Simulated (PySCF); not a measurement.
## Working out the ionisation energy of Yb

Yb [Xe] 4f14 6s2 (1S) → Yb⁺ [Xe] 4f14 6s1 (2S). Computed with PySCF 2.14 in ANO-R3 (9s8p5d5f3g2h, 142 functions), with scalar relativity by spin-free X2C-1e. Frozen: [Ar] 3d10. Energies in hartree (1 hartree = 27.21139 eV):

```csv
part,Yb (lower),Yb⁺ (upper)
UHF,-14054.726609,-14054.537027
MP2 opposite-spin,-1.603194,-1.578978
MP2 same-spin,-0.969042,-0.959509
```

Problem. What does Hartree-Fock give?

Solution. (-14054.537027) − (-14054.726609) = 0.189582 hartree = 5.159 eV.

Problem. What do MP2 and SCS-MP2 (6/5 opposite-spin, 1/3 same-spin) give?

Solution. The opposite-spin parts differ by 0.659 eV and the same-spin parts by 0.259 eV. MP2: 5.159 + (0.659) + (0.259) = 6.077 eV. SCS-MP2: 5.159 + 1.2 × (0.659) + (0.259)/3 = 6.036 eV.

Measured between the centres of the two terms (NIST): 6.254 eV, so MP2 (valence and next inner shell) is off by -0.177 eV.

What remains against the reference includes basis incompleteness, the frozen core and correlation beyond second order.
